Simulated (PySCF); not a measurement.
CH9NOSi3, SMILES O1[SiH2]N[C@@H]([SiH2]1)[SiH3].

Coordinates come from a PBE0-D3(BJ)/def2-SVP optimisation. The structure was generated by enumeration; whether it is a known compound was not checked. The values are those of a single conformer.

Level of theory: PBE/def2-TZVP run with PySCF.

Gas-phase values at a fixed geometry.

```yaml
total_energy: -1041.50319 hartree
highest_occupied_level: -5.58 eV
lowest_empty_level: -0.92 eV
orbital_gap: 4.66 eV
dipole_moment: 1.51 D
quadrupole, principal values (traceless, Buckingham form, about the centre of nuclear charge): -5.33, 0.01, 5.33 D·Å
mean_static_polarisability: 99.6 bohr³ (14.76 Å³)
polarisability_principal_values: 84.8, 97.4, 116.6 bohr³
```
